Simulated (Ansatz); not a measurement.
## BClHOSn: where a starting geometry ends

The starting geometry of this gas-phase doublet was optimised with r2SCAN-D4.

```csv
atom,x (Å),y (Å),z (Å)
B,1.5559,-1.2312,-1.3876
Cl,-1.4898,-0.1222,-2.6341
O,1.5664,-0.0178,-1.0785
Sn,-0.6415,-0.4889,-0.4050
H,2.0534,-2.2140,-1.8540
```

Where would you expect an optimisation with B3LYP-D3(BJ)/def2-SVP to take it?

A new bond forms, giving a structure with Cl2 bridging B1 and Sn4, given below by its coordinates. Distances that change by over a tenth: B1–Sn4 (2.52 → 2.88 Å), Cl2–Sn4 (2.41 → 2.87 Å). Contacts that close: B1–Cl2 (3.47 → 1.90 Å).

The energy falls by 0.63 eV over 26 steps:

| step | E − E(last) (eV) |
| --- | --- |
| 1 | 0.629 |
| 4 | 0.608 |
| 7 | 0.599 |
| 9 | 0.592 |
| 12 | 0.546 |
| 15 | 0.439 |
| 18 | 0.190 |
| 20 | 0.045 |
| 23 | 0.001 |
| 26 | 0.000 |

Final geometry (Å):

```xyz
5

B     1.1263   -1.1318   -1.7505
Cl   -0.6128   -1.1122   -2.5158
O     1.2397   -0.4794   -0.6370
Sn   -0.6467    0.3992   -0.0716
H     1.9379   -1.7499   -2.3844
```

The end wasn't checked by frequencies. Open shells are spin-unrestricted. Atoms past krypton carry core potentials, without spin–orbit terms. Run with Ansatz 0.2.0, 5.6 min on 1 thread of AMD EPYC (Zen 3), with other jobs on the host.
